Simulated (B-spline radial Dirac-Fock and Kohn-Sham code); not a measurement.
**Auger parameter of gold: the K level and its strongest K-LL line**

Method: multi-electron Dirac-Fock with separately optimised hole states, Breit and Lamb-shift corrections added in first order. Computed with an atomic code on a B-spline grid. The modified Auger parameter α′ is the binding energy plus the kinetic energy of the Auger electron; it does not depend on the energy zero. For free ions it tends to fall with charge, since less charge screens the final holes.

```
            species       configuration  binding 1s (eV)  Auger line  kinetic (eV)   α′ (eV)
                 Au  [Xe] 4f14 5d10 6s1          80726.6    L2L3 J=2       54788.0  135514.6
                Au⁺      [Xe] 4f14 5d10          80735.8    L2L3 J=2       54777.5  135513.4
               Au²⁺       [Xe] 4f14 5d9          80750.5    L2L3 J=2       54760.8  135511.3
Au²⁺ (Watson 2.4 Å)       [Xe] 4f14 5d9          80738.5    L2L3 J=2       54772.8  135511.3
               Au³⁺       [Xe] 4f14 5d8          80766.6    L2L3 J=2       54742.8  135509.4
Au³⁺ (Watson 2.4 Å)       [Xe] 4f14 5d8          80748.6    L2L3 J=2       54760.8  135509.4
  Au³⁺ (Watson 3 Å)       [Xe] 4f14 5d8          80752.2    L2L3 J=2       54757.2  135509.4
               Au⁴⁺       [Xe] 4f14 5d7          80784.0    L2L3 J=2       54723.6  135507.7
               Au⁵⁺       [Xe] 4f14 5d6          80802.7    L2L3 J=2       54703.3  135506.0
               Au⁶⁺       [Xe] 4f14 5d5          80822.4    L2L3 J=2       54682.0  135504.4
               Au⁷⁺       [Xe] 4f14 5d4          80843.2    L2L3 J=2       54659.6  135502.9
               Au⁸⁺       [Xe] 4f14 5d3          80865.1    L2L3 J=2       54636.3  135501.4
```
